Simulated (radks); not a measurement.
Valence configurations of Eu (all share [Xe]). Method: Dirac Kohn-Sham, LDA (Slater exchange, Perdew-Wang correlation), spin-unpolarised, spherical densities, finite nucleus; open shells fill j = l - 1/2 first; Fermi nuclear charge, rms radius 5.1115 fm; computed with a radial shooting solver on a logarithmic mesh with Libxc functionals. Energies are relative to 4f7 6s2; eigenvalues in eV.

valence              E (eV)  e(4f5/2)  e(4f7/2)  e(5d3/2)  e(6p1/2)  e(6s1/2)
4f7 6s2               0.000    -3.078    -2.464         -         -    -3.760
4f7 6s1 6p1           2.430    -4.248    -3.633         -    -1.928    -4.427
4f6 5d1 6s2           2.773    -8.646         -    -2.896         -    -4.176
4f7 5d1 6s1           2.075    -2.013    -1.401    -1.234         -    -3.414
4f7 5d2               4.314    -1.491    -0.880    -1.015         -         -
4f6.5 6s2 6p0.5       1.400    -7.194    -6.549         -    -1.912    -4.599
4f7 6p2               4.997    -5.318    -4.702         -    -2.358         -
4f6 6s2 6p1           4.722   -11.780         -         -    -2.388    -5.402
4f6 5d0.5 6s2 6p0.5   3.588   -10.171         -    -3.922    -1.986    -4.795

NIST lists [Xe] 4f7 6s2 as the ground configuration; this level of theory agrees among the configurations tried. The energies are those of spherical spin-averaged densities, not of single terms. No valid solution was reached for [Xe] 4f8 6s1.
